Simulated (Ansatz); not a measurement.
Mulliken charges of CH₅FOSiTe (`OC[Te][SiH2]F`) from r2SCAN/def2-TZVPP in Ansatz (PBE0-D4/def2-TZVP geometry).

```
atom   x (Å)   y (Å)   z (Å)  charge (e)
  O1  -2.406   0.074   0.156      -0.315
  C2  -1.245   0.490   0.781      -0.028
 Te3   0.142   1.557  -0.550      -0.069
 Si4   1.725  -0.324  -0.670       0.484
  F5   2.811  -0.313   0.509      -0.318
  H6  -2.186  -0.568  -0.526       0.211
  H7  -0.668  -0.323   1.228       0.098
  H8  -1.518   1.212   1.548       0.107
  H9   2.466  -0.266  -1.951      -0.077
 H10   0.962  -1.590  -0.522      -0.093
```

Q: By hand: the dipole of these point charges (1 e Å = 4.8032 D).

A: Σ q r = (-0.245, -0.055, -0.145) e Å, of length 0.290 e Å = 1.39 D.

Q: How does the dipole of the full density compare? (An estimate is asked.)

A: Computed: (-0.149, -0.219, -0.090) e Å, 1.34 D; the point charges give 1.04 times that, at 41° from its direction.

Point charges leave out the atoms' own dipoles, such as those of lone pairs, and Mulliken's split depends on the basis, so the two needn't agree.
